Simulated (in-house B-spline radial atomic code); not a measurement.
# The hafnium ion Hf³⁺: [Xe] (4f5/2)5 (4f7/2)8 (5d3/2)1 9s1 (an excited or competing configuration)

Method: Dirac-Hartree-Fock, average of the jj configuration, Fermi nucleus of rms radius 5.347 fm. Calculated with an all-electron radial atomic-structure program (B-spline basis).

Screening seen three ways: the hydrogenic charge with the same mean radius, Z_r = [3n² - l(l+1)]/(2<r>), the one with the same energy, Z_e = n√(-2ε), and Slater's rules. Values are occupation-weighted means over j. An effective charge above Z reflects the relativistic contraction of the inner shells.

| shell | electrons | ε (eV) | <r> (bohr) | Z_r | Z_e | Slater |
| --- | --- | --- | --- | --- | --- | --- |
| 1s | 2 | -65802 | 0.01899 | 79.00 | 69.54 | 71.70 |
| 2s | 2 | -11426 | 0.07972 | 75.26 | 57.96 | 67.85 |
| 2p | 6 | -10094 | 0.07133 | 70.10 | 54.48 | 67.85 |
| 3s | 2 | -2701.3 | 0.2077 | 65.01 | 42.27 | 60.75 |
| 3p | 6 | -2291.1 | 0.2074 | 60.28 | 38.93 | 60.75 |
| 3d | 10 | -1775.4 | 0.189 | 55.55 | 34.27 | 50.85 |
| 4s | 2 | -613.71 | 0.4679 | 51.29 | 26.86 | 44.25 |
| 4p | 6 | -475.17 | 0.4954 | 46.42 | 23.64 | 44.25 |
| 4d | 10 | -286.17 | 0.5339 | 39.33 | 18.34 | 32.85 |
| 5s | 2 | -123.33 | 1.125 | 33.32 | 15.05 | 15.20 |
| 5p | 6 | -85.28 | 1.286 | 28.38 | 12.52 | 15.20 |
| 4f | 13 | -78.94 | 0.6359 | 28.30 | 9.63 | 21.80 |
| 5d | 1 | -44.42 | 1.74 | 19.83 | 9.03 | 5.00 |
| 9s | 1 | -6.6372 | 12.36 | 9.83 | 6.29 | 4.00 |

The least bound orbital is 9s1/2 at -6.637 eV, and it is also the most diffuse (<r> = 12.36 bohr).

For the 1s electron the small component carries 7.33 % of the norm, the zero-frequency Breit interaction raises the level by 222.2 eV, self-energy by 137.6 eV, and vacuum polarisation lowers it by 25.26 eV.
